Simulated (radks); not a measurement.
Question: Yb23+, 47 electrons, occupied as [Kr] 4d10 4f1. All-electron calculation, non-relativistic Kohn-Sham, PBE, spin-polarised, spherical densities, point nucleus; open shells are filled with parallel spins first (spin-orbit coupling, left out, can overturn this in heavy ions); relativity is left out, which matters for an element this heavy. Program: a radial shooting solver on a logarithmic mesh with Libxc functionals. Some entries of the table are withheld. Estimate them.

| orbital | occ. | eigenvalue (hartree) | r(max) (bohr) |
|---|---|---|---|
| 1s down | 1 | -2111.425 | 0.01436 |
| 1s up | 1 | -2111.425 | 0.01436 |
| 2s up | 1 | -364.1700 | 0.07842 |
| 2s down | 1 | -364.1684 | 0.07842 |
| 2p up | 3 | -349.1719 | 0.06095 |
| 2p down | 3 | -349.1710 | 0.06095 |
| 3s up | 1 | -101.7426 | 0.2163 |
| 3s down | 1 | -101.6986 | 0.2163 |
| 3p up | 3 | -94.94108 | 0.2042 |
| 3p down | 3 | -94.90127 | 0.2042 |
| 3d up | 5 | -82.26857 | 0.1620 |
| 3d down | 5 | -82.24027 | 0.1619 |
| 4s up | 1 | -38.26446 | 0.4758 |
| 4s down | 1 | -38.20871 | 0.4758 |
| 4p up | 3 | -35.41307 | 0.4752 |
| 4p down | 3 | -35.35743 | 0.4753 |
| 4d up | 5 | -30.26817 | 0.4666 |
| 4d down | 5 | -30.21170 | 0.4667 |
| 4f up | 1 | -23.76261 | (1) |
| 4f down | 0 | -23.70009 | (2) |
| 5s up | 0 | -19.49013 | (3) |
| 5s down | 0 | -19.46383 | (4) |
| 5p up | 0 | (5) | 0.9404 |
| 5p down | 0 | (6) | 0.9410 |

Answer: 
(1) 4f up r(max) (bohr): 0.4076
(2) 4f down r(max) (bohr): 0.4080
(3) 5s up r(max) (bohr): 0.9186
(4) 5s down r(max) (bohr): 0.9191
(5) 5p up eigenvalue (hartree): -18.26801
(6) 5p down eigenvalue (hartree): -18.24225
